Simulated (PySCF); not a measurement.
Delta-SCF ions had no search for a lower state. Excitations are Tamm–Dancoff values on a coarser integration grid. The basis has no diffuse functions, so Rydberg states are missing or too high.

Species: pentalene `C1=CC2=CC=CC2=C1` (charge 0, multiplicity 1).

Question: What LUMO, brightest of the four lowest singlets (TDA), vertical electron affinity (Delta-SCF), HOMO–LUMO gap, S1–T1 gap (TDA), vertical ionisation energy (Delta-SCF), S1 excitation (TDA) and dipole moment does ωB97X-D3(BJ)/def2-SVP // PBE-D3(BJ)/def2-SVP run with PySCF 2.14.0 give?

Answer: 
```yaml
LUMO: -0.83 eV
brightest of the four lowest singlets (TDA): 4.19 eV
vertical electron affinity (Delta-SCF): 0.99 eV
HOMO–LUMO gap: 6.99 eV
S1–T1 gap (TDA): 0.97 eV
vertical ionisation energy (Delta-SCF): 7.66 eV
S1 excitation (TDA): 1.88 eV
dipole_moment: 0.00 D
```
